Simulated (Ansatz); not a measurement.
Input file for Ansatz (a quantum-chemistry and plane-wave program): R-PBE0/def2-TZVPP on Cl2Sn (SMILES [Cl][Sn][Cl]). Elements past Kr take the def2 small-core potentials; no spin–orbit coupling.

Ansatz 0.2 input:
```yaml
crystal:
  periodic: [false, false, false]
  atoms:
    - {symbol: Sn, position_ang: [-0.00000000, -0.00000000, -1.03569463]}
    - {symbol: Cl, position_ang: [1.81346300, 0.00000000, 0.51779731]}
    - {symbol: Cl, position_ang: [-1.81346300, 0.00000000, 0.51779731]}
basis:
  gaussian:
    orbitals: def2-TZVPP
hamiltonian:
  xc: {name: PBE0}
scf: {lower_state_search: off}
```

The log:

```
WARN ansatz: RAYON_NUM_THREADS=4 ignored (pool sized by the plan → 4); use --threads N
Functional definition: PBE0
these checks for a lower state are left out or cut short: stability, starts, cluster_reference, orbital_swaps, neighbouring_geometries, increment
integrals: 0.06 GiB planned
1111 factors; their error is unknown
mean field: 0.55 GiB planned
mean field evaluation 1: about -30870.9538 eV, gradient 2.3e1 eV
mean field evaluation 2: about -30868.6486 eV, gradient 3.8e1 eV
mean field evaluation 4: about -30872.5001 eV, gradient 1.2e0 eV
mean field evaluation 8: about -30872.6532 eV, gradient 3.6e-2 eV
mean field evaluation 16: about -30872.6532 eV, gradient 2.4e-6 eV
mean field -30872.65323503 eV, -1134.5490801513 hartree, gradient 1.9e-6 eV, S^2 0.000000; 0 other end points of the search recorded, 0 dependent functions left out
reference -30872.65326264 eV, -1134.5490811660 hartree; 28, 28 occupied and 106, 106 virtual orbitals, 1111 factors
Total energy: -30872.65326264 eV, -1134.5490811660 hartree
Checks for a lower state left out: stability, starts, cluster_reference, orbital_swaps, neighbouring_geometries, increment
```

The calculation finished and met its thresholds.

Cost: around 3 core-seconds (rough).
